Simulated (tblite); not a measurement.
Compound: C₅H₁₁FN₂Si.
Cartesian coordinates in Å at the GFN2-xTB level; atoms count from 1:
```xyz
20
C5H11FN2Si angstrom
C     -1.4160   -1.2160    0.3710
N     -1.2359    0.2071    0.1675
C     -2.3519    0.9657    0.6836
Si    -0.2600    0.8466   -1.0895
C      1.4381   -0.0569   -1.0250
F      1.2924   -1.3574   -1.4938
C      2.0536   -0.1046    0.3751
C      3.4178   -0.5668    0.3324
N      4.5006   -0.9268    0.2657
H     -0.5986   -1.7728   -0.0755
H     -1.4533   -1.4325    1.4426
H     -2.3509   -1.5665   -0.0790
H     -2.1650    2.0280    0.5576
H     -3.2845    0.7140    0.1675
H     -2.4813    0.7517    1.7472
H     -0.7375    0.7106   -2.4725
H     -0.0140    2.2462   -0.7347
H      2.1397    0.4171   -1.7199
H      1.4688   -0.7743    1.0100
H      2.0328    0.8984    0.8072
```

Calculated harmonic vibrations of the isolated species, GFN2-xTB (tblite), most abundant isotopes, no scaling. Errors from tens to a few hundred cm⁻¹ against measured bands are possible. Modes of hydrogen on silicon can be 10 to 20 % off. One conformer, not necessarily the lowest.

Harmonic wavenumbers (cm⁻¹): 44.7, 51.8, 69.6, 113.3, 140.8, 166.9, 202.9, 211.7, 250.7, 285.5, 346.3, 377.9, 381.8, 418.1, 499.4, 525.8, 604.0, 683.6, 704.4, 768.6, 799.2, 862.8, 979.4, 1020.9, 1041.6, 1055.9, 1058.6, 1087.1, 1126.5, 1138.9, 1191.8, 1198.0, 1283.2, 1307.4, 1312.2, 1405.8, 1420.3, 1431.6, 1478.2, 1487.3, 1498.7, 1510.0, 2213.2, 2261.2, 2411.9, 2917.7, 2922.2, 2928.9, 2954.2, 2966.4, 2972.9, 2981.6, 3048.0, 3066.3.

A = 2612, B = 679.3, C = 666.1 MHz; mass 146.068 u (most abundant isotopes); point group C1, symmetry number 1.

Task: What is the zero-point energy?

Result: Half the sum of the wavenumbers: 33594 cm⁻¹ = 401.87 kJ/mol.

Task: Entropy at 200 K, 1 bar (ideal gas, RRHO, classical rotation)?

Result: Translation 162.72, rotation 120.49, vibration 106.86: S = 390.1 J/(mol K).

Task: And Cp and H(200 K) − H(0)?

Result: Cp = 141.31 J/(mol K), of which vibrations give 108.05 (their classical limit is 54 R = 449.0); H(200 K) − H(0) = 18.09 kJ/mol without the zero-point energy, 11.44 from vibrations.

Task: How do the functions run with temperature in this model?

Result: 
| T (K) | S (J/(mol K)) | Cp (J/(mol K)) | H − H(0) (kJ/mol) | G − H(0) (kJ/mol) | ln q(vib) |
| --- | --- | --- | --- | --- | --- |
| 100 | 309.8 | 93.7 | 6.24 | -24.74 | 2.47 |
| 300 | 455.5 | 184.2 | 34.37 | -102.28 | 9.32 |
| 500 | 568.1 | 259.4 | 79.08 | -204.95 | 15.57 |
| 800 | 707.7 | 334.5 | 169.12 | -397.07 | 24.09 |
| 1000 | 786.1 | 367.6 | 239.51 | -546.62 | 29.24 |

q(vib) and H(0) count from the zero-point level.

Task: What must be added to the electronic energy to get the Gibbs energy at 200 K and 1 bar?

Result: ZPE + [H(200 K) − H(0)] − T·S = 401.87 + 18.09 − 78.01 = 341.95 kJ/mol.

Hindered rotation and anharmonicity are outside this model. Other conformers, if any are populated, would add a mixing term that is left out. The structure is chiral; the term R ln 2 for an equal mix with its mirror image is left out.
